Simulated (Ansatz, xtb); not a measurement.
## AlCl2GeH2: 4 structures ranked

4 gas-phase structures of AlCl2GeH2, found in a search over its isomers (lower ones may exist). Each was relaxed with GFN2-xTB:

A. a doublet given by its coordinates
B. a doublet given by its coordinates
C. `[AlH2][Ge]([Cl])[Cl]`, a doublet
D. `[Cl][Al]([Cl])[GeH2]`, a doublet

B (Å):

```xyz
6

Al   -2.5741   -0.5403   -0.6522
Cl   -3.8390   -1.9960   -1.2723
Cl   -1.7871    0.8405   -1.9222
Ge   -1.2600   -0.7012    1.4527
H    -2.9487    0.1746    0.8414
H    -2.2871   -1.8627    1.8705
```

Close contacts (Å): Al1–Cl2 2.03, Al1–Cl3 2.03, Al1–Ge4 2.49, Al1–H5 1.70, Ge4–H5 2.00, Ge4–H6 1.61.

A (Å):

```xyz
6

Al    0.0173    0.2489   -0.7553
Cl    0.9149   -1.1063    0.7734
Cl    1.4302    0.6941   -2.1351
Ge   -0.8431   -0.0199    1.7765
H    -1.2612   -0.4997   -1.2160
H    -0.2284    1.4816    0.3578
```

Close contacts (Å): Al1–Cl2 2.23, Al1–Cl3 2.02, Al1–Ge4 2.69, Cl2–Ge4 2.30, Al1–H5 1.55, Al1–H6 1.68, Ge4–H6 2.16.

Q: Make a reasoned guess at their ranking by r2SCAN-D4/def2-SVP single-point energy.

A: Calculated order at r2SCAN-D4/def2-SVP: D (0.0), B (10.5), A (56.5), C (144.2) kJ/mol.

Energies above the lowest of each column, in kJ/mol:

| structure | GFN2-xTB | HF/STO-3G | r2SCAN-D4/def2-SVP |
| --- | --- | --- | --- |
| D | 59.6 | 0.0 | 0.0 |
| B | 34.8 | 165.8 | 10.5 |
| A | 0.0 | 164.3 | 56.5 |
| C | 117.4 | 167.5 | 144.2 |

r2SCAN-D4/def2-SVP puts D lowest; GFN2-xTB picks A. Some further structures that were screened fall inside this span and aren't listed. Flexible structures stand in one conformer each, not always the lowest. Frequencies (B3LYP/6-31G*) were run for D alone. Open shells are spin-unrestricted.

Over these structures GFN2-xTB departs from r2SCAN-D4/def2-SVP by 41.8 kJ/mol on average once a common shift is removed. A GFN2-xTB relaxation took about 0.14 s and the r2SCAN-D4/def2-SVP energy about 1.8 s on a shared host (Ansatz 0.2.0, xtb 6.7.1 (Pople sets with spherical d functions)).
